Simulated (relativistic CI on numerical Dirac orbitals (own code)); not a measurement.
**Line list: Electric-dipole lines, Eu15+**

Method of calculation: Dirac-Coulomb-Breit CI, orbitals from a KLI potential per configuration, a model potential for QED, unscaled Slater integrals (own radial code, finite nucleus).

Configuration list (outside the closed core [Ar] 3d10): 4s2.4p6.4d10.4f2, 4s2.4p6.4d10.4f.5s, 4s2.4p6.4d10.5s2, 4s2.4p6.4d10.5s.5p, 4s2.4p6.4d10.4f.5p, 4s2.4p6.4d10.5p2, 4s2.4p6.4d10.5s.5d, 4s2.4p6.4d10.4f.5d, 4s2.4p6.4d9.4f3, 4s2.4p6.4d10.5p.5d, 4s2.4p6.4d10.5d2, 4s2.4p6.4d10.4f.6s, 4s2.4p6.4d10.4f.5f, 4s2.4p6.4d9.4f2.5s, 4s2.4p6.4d10.4f.6p, 4s2.4p5.4d10.4f3, 4s2.4p6.4d10.4f.5g, 4s2.4p6.4d10.4f.6d, 4s2.4p6.4d9.4f2.5p, 4s2.4p6.4d10.4f.7s, 4s2.4p6.4d10.4f.7p, 4s2.4p6.4d10.4f.6g, 4s.4p6.4d10.4f3, 4s2.4p5.4d10.4f2.5s, 4s2.4p6.4d9.4f2.5f, 4s.4p6.4d10.4f.5s2, 4s2.4p6.4d9.4f2.6p, 4s.4p6.4d10.4f.5p2, 4s.4p6.4d10.4f.5s.5d. Double excitations out of closed p, d and f shells are left out; levels of such configurations are missing from the list, as are those of other unlisted configurations, and high levels can miss mixing partners.

| λ vac (Å) | Lower | Upper | A (s⁻¹) | gf | Branching (%) |
| --- | --- | --- | --- | --- | --- |
| 138.63 | 4s2.4p6.4d10.4f.5p 3G_5 [28] | 4s2.4p6.4d10.4f.6s 3F°_4 [77] | 9.62e+10 | 2.49e+00 | 44.4 |
| 145.56 | 4s2.4p6.4d10.4f2 3H_6 [4] | 4s2.4p6.4d10.4f.5d 3G°_5 [50] | 5.10e+10 | 1.78e+00 | 51.3 |
| 145.70 | 4s2.4p6.4d10.4f2 3H_5 [2] | 4s2.4p6.4d10.4f.5d 3G°_4 [43] | 3.97e+10 | 1.14e+00 | 43.4 |
| 145.84 | 4s2.4p6.4d10.4f2 1G_4 [7] | 4s2.4p6.4d10.4f.5d 1F°_3 [52] | 4.40e+10 | 9.81e-01 | 44.7 |
| 146.51 | 4s2.4p6.4d10.4f2 3F_4 [6] | 4s2.4p6.4d10.4f.5d 3D°_3 [47] | 4.26e+10 | 9.59e-01 | 41.8 |
| 146.79 | 4s2.4p6.4d10.4f2 3H_4 [1] | 4s2.4p6.4d10.4f.5d 3G°_3 [40] | 5.61e+10 | 1.27e+00 | 46.1 |
| 149.20 | 4s2.4p6.4d10.4f2 1I_6 [10] | 4s2.4p6.4d10.4f.5d 1H°_5 [56] | 7.18e+10 | 2.63e+00 | 57.3 |
| 231.89 | 4s2.4p6.4d10.5s.5p 3P°_1 [31] | 4s2.4p6.4d10.5s.5d 3D_2 [61] | 6.18e+10 | 2.49e+00 | 45.9 |
| 232.82 | 4s2.4p6.4d10.5p2 1D_2 [37] | 4s2.4p6.4d10.5p.5d 3D°_3 [100] | 6.49e+10 | 3.69e+00 | 36.5 |
| 234.03 | 4s2.4p6.4d10.4f.5d 3F°_3 [42] | 4s2.4p6.4d10.4f.5f 3F_3 [146] | 5.04e+10 | 2.90e+00 | 47.1 |
| 234.69 | 4s2.4p6.4d10.4f.5d 3G°_3 [40] | 4s2.4p6.4d10.4f.5f 3H_4 [130] | 7.64e+10 | 5.68e+00 | 70.2 |
| 236.60 | 4s2.4p6.4d10.4f.5d 3F°_4 [48] | 4s2.4p6.4d10.4f.5f 3F_4 [159] | 4.32e+10 | 3.26e+00 | 41.6 |
| 238.31 | 4s2.4p6.4d10.4f.5d 3G°_4 [43] | 4s2.4p6.4d10.4f.5f 3H_5 [136] | 4.50e+10 | 4.21e+00 | 42.3 |
| 239.24 | 4s2.4p6.4d10.4f.5d 3D°_3 [47] | 4s2.4p6.4d10.4f.5f 1G_4 [144] | 5.35e+10 | 4.13e+00 | 50.0 |
| 239.84 | 4s2.4p6.4d10.4f.5d 3G°_5 [50] | 4s2.4p6.4d10.4f.5f 3H_6 [145] | 6.61e+10 | 7.41e+00 | 63.7 |
| 241.08 | 4s2.4p6.4d10.4f.5d 1H°_5 [56] | 4s2.4p6.4d10.4f.5f 1I_6 [181] | 9.96e+10 | 1.13e+01 | 95.9 |
| 242.51 | 4s2.4p6.4d10.4f.5d 1F°_3 [52] | 4s2.4p6.4d10.4f.5f 3F_4 [159] | 5.27e+10 | 4.18e+00 | 50.8 |
| 246.89 | 4s2.4p6.4d10.4f.5p 3G_3 [19] | 4s2.4p6.4d10.4f.5d 3G°_3 [40] | 2.64e+10 | 1.69e+00 | 21.7 |
| 246.95 | 4s2.4p6.4d10.4f.5p 3G_4 [22] | 4s2.4p6.4d10.4f.5d 3H°_5 [44] | 4.29e+10 | 4.32e+00 | 52.2 |
| 247.18 | 4s2.4p6.4d10.4f.5d 1G°_4 [38] | 4s2.4p6.4d10.4f.5f 1H_5 [88] | 6.92e+10 | 6.98e+00 | 76.8 |
| 247.66 | 4s2.4p6.4d10.4f.5p 3G_3 [19] | 4s2.4p6.4d10.4f.5d 1G°_4 [38] | 3.93e+10 | 3.26e+00 | 51.1 |
| 247.71 | 4s2.4p6.4d10.4f.5p 3F_3 [21] | 4s2.4p6.4d10.4f.5d 3F°_3 [42] | 2.59e+10 | 1.67e+00 | 29.2 |
| 248.39 | 4s2.4p6.4d10.4f.5d 3H°_4 [41] | 4s2.4p6.4d10.4f.5f 3I_5 [95] | 3.92e+10 | 3.98e+00 | 43.1 |
| 248.87 | 4s2.4p6.4d10.4f.5d 3F°_2 [39] | 4s2.4p6.4d10.4f.5f 3G_3 [85] | 4.74e+10 | 3.08e+00 | 51.7 |
| 249.35 | 4s2.4p6.4d10.4f.5p 3F_2 [20] | 4s2.4p6.4d10.4f.5d 3G°_3 [40] | 2.55e+10 | 1.66e+00 | 20.9 |
| 249.99 | 4s2.4p6.4d10.4f.5p 3F_2 [20] | 4s2.4p6.4d10.4f.5d 3F°_2 [39] | 3.82e+10 | 1.79e+00 | 42.4 |
| 250.19 | 4s2.4p6.4d10.4f.5d 3H°_5 [44] | 4s2.4p6.4d10.4f.5f 3I_6 [103] | 6.33e+10 | 7.72e+00 | 70.6 |
| 251.03 | 4s2.4p6.4d10.4f.5p 3G_4 [22] | 4s2.4p6.4d10.4f.5d 3H°_4 [41] | 2.38e+10 | 2.02e+00 | 25.1 |
| 251.51 | 4s2.4p6.4d10.4f.5d 3F°_3 [42] | 4s2.4p6.4d10.4f.5f 3G_4 [91] | 4.58e+10 | 3.91e+00 | 51.4 |
| 252.00 | 4s2.4p6.4d10.4f.5d 3G°_4 [43] | 4s2.4p6.4d10.4f.5f 3I_5 [95] | 3.19e+10 | 3.34e+00 | 35.1 |
| 254.02 | 4s2.4p6.4d10.4f.5d 3F°_4 [48] | 4s2.4p6.4d10.4f.5f 3G_5 [98] | 5.37e+10 | 5.72e+00 | 61.7 |
| 254.26 | 4s2.4p6.4d10.4f.5d 3H°_6 [51] | 4s2.4p6.4d10.4f.5f 3I_7 [116] | 8.73e+10 | 1.27e+01 | 100.0 |
| 261.54 | 4s2.4p6.4d10.5s.5p 3P°_2 [33] | 4s2.4p6.4d10.5s.5d 3D_3 [62] | 6.24e+10 | 4.48e+00 | 52.3 |
| 267.93 | 4s2.4p6.4d10.5s.5p 1P°_1 [34] | 4s2.4p6.4d10.5s.5d 1D_2 [63] | 9.59e+10 | 5.16e+00 | 59.2 |
| 280.90 | 4s2.4p6.4d10.4f.5p 1G_4 [30] | 4s2.4p6.4d10.4f.5d 1H°_5 [56] | 4.18e+10 | 5.44e+00 | 33.4 |
| 281.86 | 4s2.4p6.4d10.4f.5p 3D_3 [27] | 4s2.4p6.4d10.4f.5d 1F°_3 [52] | 2.58e+10 | 2.15e+00 | 26.2 |
| 283.68 | 4s2.4p6.4d10.4f.5p 3F_3 [23] | 4s2.4p6.4d10.4f.5d 3G°_4 [43] | 3.48e+10 | 3.77e+00 | 38.0 |
| 283.76 | 4s2.4p6.4d10.4f.5p 3F_4 [24] | 4s2.4p6.4d10.4f.5d 3G°_5 [50] | 3.64e+10 | 4.83e+00 | 36.6 |
| 286.91 | 4s2.4p6.4d10.4f.5p 3G_5 [28] | 4s2.4p6.4d10.4f.5d 3H°_6 [51] | 4.49e+10 | 7.20e+00 | 77.0 |
| 290.28 | 4s2.4p6.4d10.4f.5p 3D_3 [27] | 4s2.4p6.4d10.4f.5d 3F°_4 [48] | 1.91e+10 | 2.17e+00 | 25.6 |
| 323.42 | 4s2.4p6.4d10.5s2 1S_0 [18] | 4s2.4p6.4d10.5s.5p 1P°_1 [34] | 3.87e+10 | 1.82e+00 | 94.2 |
| 342.62 | 4s2.4p6.4d10.4f.5s 3F°_4 [15] | 4s2.4p6.4d10.4f.5p 3G_5 [28] | 1.59e+10 | 3.08e+00 | 100.0 |
| 345.72 | 4s2.4p6.4d10.4f.5s 1F°_3 [16] | 4s2.4p6.4d10.4f.5p 1G_4 [30] | 8.81e+09 | 1.42e+00 | 54.3 |
| 347.82 | 4s2.4p6.4d10.4f.5s 3F°_3 [14] | 4s2.4p6.4d10.4f.5p 3F_4 [24] | 9.82e+09 | 1.60e+00 | 65.9 |
| 350.87 | 4s2.4p6.4d10.5s.5d 1D_2 [63] | 4s2.4p6.4d10.5p.5d 1F°_3 [210] | 3.78e+10 | 4.88e+00 | 19.2 |

Terms are leading LS components. Brackets give the number of a level in order of energy, since labels repeat. The list gives strong lines, with weight on those to low levels, without lines whose two gauges differ by over a factor of 2.5, among the lowest 400 of 3964 levels, so that lines to higher ones, which can be the strongest, are missing. Levels whose partners in the same complex of configurations lie outside the list can be far off, and so can their lines. Rates are taken at the computed energies, electric ones in the length gauge.

At this charge transitions that keep the count of f electrons are usually good to a few per cent. Terms inside the open d or f shell come out 10 to 20 % too wide with unscaled integrals. Levels and lines within the n = 5 or 6 shells can be off by up to 10 % or somewhat more, and those that change n by about 2 %, since core polarisation is missing. Levels that differ in their count of f electrons can be misplaced by several ten thousand cm⁻¹, since the correlation energy of f electrons is missing or only estimated; rates across such gaps can be off by orders of magnitude.

LS names give the leading component of a level, which can be under half, so a name can repeat, a term be missing and a line seem to break the LS rules.
